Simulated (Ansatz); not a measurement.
A structure relaxed at PBE0-D4/def2-TZVP in Ansatz, charge 1, doublet:

```xyz
6

Rb   -1.615    0.417    0.738
Rb   -6.405    2.516    0.339
Rb    2.996   -1.683    1.273
H     0.732   -0.640    0.988
H     1.903   -0.302   -1.383
H     2.389   -0.308   -1.955
```

Problem. Give its formula.

Solution. the cluster Rb3H3⁺ (the lowest doublet isomer of a short search).

Problem. Summarise the bond lengths by kind (pairs closer than 1.2 times the sum of covalent radii, bridged metal pairs left out).

Solution. 1 × Rb–Rb 5.25 Å; 2 × H–Rb 2.51 to 2.59 Å.

In the def2 sets Rb takes a core potential; there is no spin–orbit coupling. In the doublet, H5 and H6 lie 0.75 Å apart (atoms count from 1), so H2 has formed as a molecule. The relaxation made no stability test and no search for a lower SCF solution. The structure comes from a short search, and lower isomers may exist.
